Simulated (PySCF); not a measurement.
Consider `[SH][Fe][SH]` (FeH2S2, quintet). Optimised structure (Å), atoms numbered from 1:
```
Fe   -0.0632    0.0178    0.0147
S    -0.0286    0.2888    2.2051
H     1.3423    0.2750    2.1406
S     0.0690   -0.2726   -2.1651
H    -1.3024   -0.3034   -2.2297
```

These are calculated values, ωB97X-D3(BJ)/ma-def2-SVP in PySCF (grid level 2) at geometries from BP86-D3(BJ)/def2-SVP. The prefix ma- adds one diffuse s and one diffuse p function on all atoms but H. ωB97X-D3(BJ) is ωB97X-V with D3(BJ) in place of VV10. Thermal corrections: GFN2-xTB frequencies, unscaled, ideal gas at 298.15 K and 1 bar, quasi-RRHO entropy. These were taken at the GFN2-xTB minima.

(1) What are the vertical and the adiabatic ionisation energy for forming the quartet cation?

(2) Where does the unpaired spin of the relaxed quartet cation sit?

(3) What are the vertical and the adiabatic ionisation energy for forming the sextet cation?

(4) Where does the unpaired spin of the relaxed sextet cation sit?

Results:

(1) 9.65 eV vertical and 9.43 eV adiabatic, the latter with zero-point energy.

(2) Fe1 (Fe) 3.43, S4 (sulfur) -0.28, S2 (sulfur) -0.17 (intrinsic atomic orbital populations).

(3) 9.70 eV vertical and 9.35 eV adiabatic, the latter with zero-point energy.

(4) Fe1 (Fe) 3.82, S4 (sulfur) 0.60, S2 (sulfur) 0.58 (intrinsic atomic orbital populations).

Known limits: ma-def2-SVP is a small basis, whose errors can reach tens of kJ/mol; spin-orbit coupling is left out of the energies, which matters for open shells on the heavier atoms; the product is spin contaminated.
